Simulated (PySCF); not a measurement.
C₂H₆AlCl, triplet, at a GFN2-xTB geometry (such geometries of metal compounds can be far from the true shape) (a higher spin typed on purpose: for a closed-shell molecule this is an excited state). Base run: MP2/STO-3G run with PySCF.

Input for PySCF:
```python
from pyscf import gto, scf, mp

mol = gto.M(
    atom='''
Al    0.271241    0.586158    0.379600
C     1.867871   -0.785804   -0.094239
H     1.500749   -1.739977   -0.458322
H     2.528356   -0.911523    0.754817
H     2.363617   -0.241130   -0.893259
C    -0.276916   -0.987749    1.750137
H    -0.479454   -1.926424    1.244523
H    -1.192939   -0.576001    2.165147
H     0.476783   -1.104691    2.519037
Cl   -1.074646    0.560059   -1.188361
''',
    basis='sto-3g',
    charge=0,
    spin=2,
    verbose=4,
)

mf = scf.UHF(mol)
mf.kernel()

pt = mp.MP2(mf, frozen=12)
pt.kernel()
print('E(MP2) = %.10f' % pt.e_tot)
mf.analyze()
```

The base run was repeated with changes; each row names its change, and settings that it needs were set with it.

```
change               basis functions      E (Eh)  MP2 correlation (Eh)  SCF-reference HOMO (eV)  SCF-reference dipole (D)
-------------------  ---------------  ----------  --------------------  -----------------------  ------------------------
base                              34  -771.98291              -0.12007                    -5.27                      4.45
basis = 6-31G                     56  -780.76195              -0.24286                    -7.93                      4.27
basis = pcseg-0                   56  -779.77163              -0.24630                    -7.89                      3.99
basis = 3-21G                     56  -776.91014              -0.24584                    -7.87                      4.28
basis = def2-SV(P)                76  -780.74614              -0.42293                    -7.73                      2.97
basis = 6-31G*                    76  -781.00601              -0.42036                    -7.76                      3.46
basis = 6-31+G*                   92  -781.01426              -0.42556                    -7.83                      3.44
basis = pc-1                      94  -781.04365              -0.46440                    -7.84                      3.36
basis = cc-pVDZ                   94  -781.09636              -0.46869                    -7.76                      3.27
basis = 6-31G**                   94  -781.05446              -0.45775                    -7.76                      3.47
basis = cc-pV(D+d)Z              104  -781.10600              -0.47221                    -7.76                      3.24
basis = 6-311G**                 124  -781.14201              -0.48691                    -7.85                      3.51
basis = def2-SVPD                139  -780.85149              -0.49734                    -7.81                      3.24
```

Totals compare only among sets that treat the same electrons; sets with core potentials leave the core out.

Open shells are given as the SCF converged; they aren't shown to be the lowest states, and a large step between rows can be another state.
